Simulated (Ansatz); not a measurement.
Start from `FCCC(F)(F)F` and change one atom or group to get `O=C(O)C(F)(F)F`.

Ansatz, PBE0-D4/def2-TZVP geometries, multiplicity 1. Each molecule was computed in one conformer, which needn't be the lowest.

| property | `FCCC(F)(F)F` |
| --- | --- |
| size of the dipole moment (B3LYP/def2-TZVPP) / D | 0.44 |
| HOMO energy (B3LYP/def2-TZVPP) / eV | -9.80 |
| HOMO–LUMO gap (PBE/def2-TZVPP) / eV | 8.73 |
| HOMO energy (ωB97M-V/def2-TZVPP) / eV | -12.44 |
| HOMO energy (PBE/def2-TZVPP) / eV | -8.22 |
| HOMO–LUMO gap (PBE0/def2-TZVPP) / eV | 11.35 |

Task: Give the same properties after the change, and the shifts. (Best estimate.)

Result: Ansatz gave: 
| property | `O=C(O)C(F)(F)F` | shift |
| --- | --- | --- |
| size of the dipole moment (B3LYP/def2-TZVPP) / D | 2.21 | 1.77 |
| HOMO energy (B3LYP/def2-TZVPP) / eV | -8.97 | 0.83 |
| HOMO–LUMO gap (PBE/def2-TZVPP) / eV | 5.25 | -3.48 |
| HOMO energy (ωB97M-V/def2-TZVPP) / eV | -11.65 | 0.79 |
| HOMO energy (PBE/def2-TZVPP) / eV | -7.42 | 0.80 |
| HOMO–LUMO gap (PBE0/def2-TZVPP) / eV | 8.13 | -3.22 |

With PBE0 the HOMO rises by 0.80 eV and the LUMO falls by 2.41 eV, so the gap narrows by about 3.21 eV. PBE moves the HOMO by 0.80 eV and ωB97M-V by 0.79 eV. The zero-point energy changes by -91.4 kJ/mol with -9 modes. Dipoles are sizes alone; their direction can turn.

Positive LUMOs are unbound, so they and the gaps depend on the basis.

B3LYP here is the variant with VWN-RPA as its local correlation; programs differ in this.
